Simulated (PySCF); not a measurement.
AlBH4O4, SMILES O[B](O)[Al]([OH])[OH].

Geometry optimised at ωB97X-D3(BJ)/def2-SVP. The structure was generated by enumeration; whether it is a known compound was not checked. Other conformers were not sampled.

Level of theory: TDA-PBE/def2-SVPD run with PySCF.

Vertical excitations. Isolated molecule, no solvent. State labels are in the subgroup C2.

Computed lowest excited states:
| state | symmetry | energy (eV) | λ (nm) | f | main pairs |
|---|---|---|---|---|---|
| S1 | A | 6.04 | 205 | 0.000 | HOMO−1→LUMO 99 % |
| S2 | A | 6.05 | 205 | 0.281 | HOMO→LUMO 95 % |
| S3 | B | 6.10 | 203 | 0.004 | HOMO−2→LUMO 91 % |
| S4 | B | 6.14 | 202 | 0.001 | HOMO−1→LUMO+1 99 % |
| S5 | A | 6.21 | 200 | 0.033 | HOMO−2→LUMO+1 95 % |
| S6 | A | 6.30 | 197 | 0.000 | HOMO−1→LUMO+2 98 % |
| S7 | B | 6.37 | 195 | 0.012 | HOMO−2→LUMO+2 84 % |
| S8 | A | 6.45 | 192 | 0.000 | HOMO→LUMO+2 94 % |
| S9 | A | 6.48 | 191 | 0.000 | HOMO−2→LUMO+3 99 % |
| S10 | B | 6.54 | 190 | 0.000 | HOMO−3→LUMO 81 %, HOMO→LUMO+3 17 % |
| T1 | B | 5.18 | 239 | 0 | HOMO→LUMO+1 99 % |
| T2 | B | 5.66 | 219 | 0 | HOMO→LUMO+3 97 % |
| T3 | A | 5.68 | 218 | 0 | HOMO→LUMO 97 % |
| T4 | A | 5.91 | 210 | 0 | HOMO→LUMO+2 97 % |
Triplets are in the Tamm–Dancoff approximation.
